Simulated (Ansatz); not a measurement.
CH₇BFNOSi, relaxed with RKS PBE-D4/def2-SVP in Ansatz 0.2.0 from a rough embedded geometry. The force threshold is 0.03 eV/Å; the program also tests the step.

Total charge 0; spin multiplicity 1. The bonds changed during the relaxation, so this is another structure than the one it started from.

Start:

```xyz
13

B     1.561    0.884   -0.745
C     0.214    1.039    0.145
F     0.571    1.183    1.472
Si   -0.862   -0.549   -0.044
N     0.024   -1.935    0.502
O    -2.319   -0.305    0.823
H     1.413    0.825   -1.923
H     2.570    0.902   -0.238
H    -0.381    1.910   -0.188
H    -1.189   -0.653   -1.525
H     0.327   -1.750    1.440
H     0.876   -2.051   -0.101
H    -2.804    0.502    0.383
```

Question: By how much does the energy fall, and how many steps does the optimiser take? (Estimate.)

Answer: Ansatz gave: 131.03 kJ/mol, in 28 steps, 1 of them rejected.

Question: Which bonds change most? (An estimate is asked.)

Answer: Ansatz gave: B1–N5 from 3.444 to 1.681 Å; Si4–N5 from 1.733 to 1.865 Å; B1–H8 from 1.130 to 1.224 Å; C2–F3 from 1.381 to 1.442 Å.

Question: Give the relaxed structure. (Estimate.)

Answer: Computed: 
```xyz
13

B     1.297    0.257   -0.351
C     0.029    1.263   -0.151
F    -0.181    1.655    1.221
Si   -1.035   -0.269   -0.330
N     0.536   -1.161    0.135
O    -2.221   -0.464    0.833
H     1.492    0.113   -1.562
H     2.312    0.455    0.304
H    -0.048    2.158   -0.795
H    -1.508   -0.881   -1.609
H     0.638   -1.335    1.144
H     0.814   -2.017   -0.361
H    -2.123    0.226    1.520
```
